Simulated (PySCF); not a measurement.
**Magnetic susceptibility: Si(GeH3)H3, GeH6Si**

Geometry:
```tsv
atom	x (Å)	y (Å)	z (Å)
Si1	-0.004	0.008	-1.216
Ge2	0.003	-0.006	1.114
H3	0.790	1.093	1.766
H4	0.568	-1.244	1.748
H5	-1.343	0.117	1.766
H6	1.367	-0.011	-1.729
H7	-0.671	1.209	-1.718
H8	-0.709	-1.166	-1.731
```

Theory: GIAO BP86/def2-SVP magnetisability, rotational g tensor and spin-rotation constants, non-relativistic, gas phase (PySCF). Geometry: GFN2-xTB.

The calculation is non-relativistic, which matters for the atoms heavier than Zn.

**Question.** What are the magnetisability and the molar susceptibility?

**Answer.** Isotropic -910 × 10⁻³⁰ J/T², or -54.8 × 10⁻⁶ cm³/mol; principal values -913, -912, -905 × 10⁻³⁰ J/T², anisotropy 8 × 10⁻³⁰ J/T² (root of half the summed squared differences of the principal values). The susceptibility is in cgs units.

**Question.** Split it along the inertial axes a, b, c into diamagnetic and paramagnetic parts about the centre of mass, with the quadrupole moment.

**Answer.** 
```
axis  χ (10⁻⁶ cm³/mol)  diamagnetic (10⁻⁶ cm³/mol)  paramagnetic (10⁻⁶ cm³/mol)  summed x² of all electrons (Å²)  quadrupole Θ (D Å)
   a             -54.5                      -109.4                         54.9                             79.8               -0.67
   b             -55.0                      -393.2                        338.2                             12.9               +0.33
   c             -55.0                      -393.2                        338.2                             12.9               +0.33
```
Anisotropies 2χaa − χbb − χcc = +0.9 and 2χbb − χaa − χcc = -0.5 × 10⁻⁶ cm³/mol. Θ is traceless in Buckingham's convention.

**Question.** And the rotational g tensor?

**Answer.** 
| axis | rotational constant (GHz) | g | nuclear part | electronic part |
| --- | --- | --- | --- | --- |
| a | 44.9825 | -0.1610 | 0.9995 | -1.1605 |
| b | 3.7327 | -0.0136 | 0.5795 | -0.5931 |
| c | 3.7326 | -0.0136 | 0.5795 | -0.5931 |

Prolate top; isotopes 74Ge, 1H, 28Si; no vibrational averaging.
